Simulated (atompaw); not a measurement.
## Before and after: PAW (atompaw) potential for neodymium

| Property | Result |
| --- | --- |
| Element | Nd (Z = 60) |
| Generator | atompaw 4.2.0.5 |
| Type | PAW |
| Functional | PBE |
| Relativity | scalar-relativistic |
| Frozen core | [Kr] 4d10 |
| Valence charge | 14 |
| Reference configuration | 4f4 5s2 5p6 5d0 6s1 6p0 (charge +1) |
| Partial waves | 5s (bound): rc 2.15 bohr; 6s (bound): rc 3.00 bohr; 5p (bound): rc 2.75 bohr; 6p (bound, empty): rc 3.00 bohr; 5d (bound, empty): rc 3.00 bohr; 5d channel at 0.05 Ry: rc 3.00 bohr; 4f (bound): rc 1.95 bohr; 4f channel at 0.2 Ry: rc 1.95 bohr |
| Local potential | troulliermartins scheme with l = 4 at 1 Ry, radius 2.50 bohr |
| Core correction | smooth core density matched at 2.85 bohr |
| Augmentation charge | gaussian compensation charge, radius 2.30 bohr; PAW radius 3.00 bohr; waves and projectors: custom polynom2 7 10 vanderbiltortho |

Change: local potential troulliermartins scheme with l = 4 at 1 Ry, radius 1.28 bohr.

Cutoffs: the cutoffs (Ry, on a coarse ladder) from which the occupation-weighted sum of valence levels, in a spherical-Bessel basis at the reference potential, stays within 10 and 1 mRy of its value at 400 Ry; they do not see the model core or the augmentation charge, which bear on the density cutoff.

What does the change do?

The potential gets softer (35 Ry and 120 Ry → 30 Ry and 120 Ry); a bound ghost appears in d, p, s, which as a rule spoils a file. A state that the projectors do not describe sees the local part alone, so a deeper or shallower local part can create or remove a ghost.

| quantity | base | changed |
| --- | --- | --- |
| cutoff, loose | 35 Ry | 30 Ry |
| cutoff, tight | 120 Ry | 120 Ry |
| bound ghosts | none | s, p, d |
| s: phases at 3.01 bohr within 0.05 rad from the reference energy up to (Ry; the scan ends near 5) | -0.2 | -0.1 |
| p: phases at 3.01 bohr within 0.05 rad from the reference energy up to (Ry; the scan ends near 5) | 0.4 | 0.5 |
| d: phases at 3.01 bohr within 0.05 rad from the reference energy up to (Ry; the scan ends near 5) | 2.4 | 1.9 |
| f: phases at 3.01 bohr within 0.05 rad from the reference energy up to (Ry; the scan ends near 5) | 3.7 | 4.5 |
| lowest overlap eigenvalue by channel | s 0.36, p 0.72, d 0.89, f 0.99 | s 0.36, p 0.72, d 0.89, f 0.98 |

 A true bound ghost makes a file unfit for plane-wave use even where its test errors are small: the radial tests pick states by their node count and pass the ghost by. The cutoffs see the waves, projectors and local potential, not the compensation charge or the core.
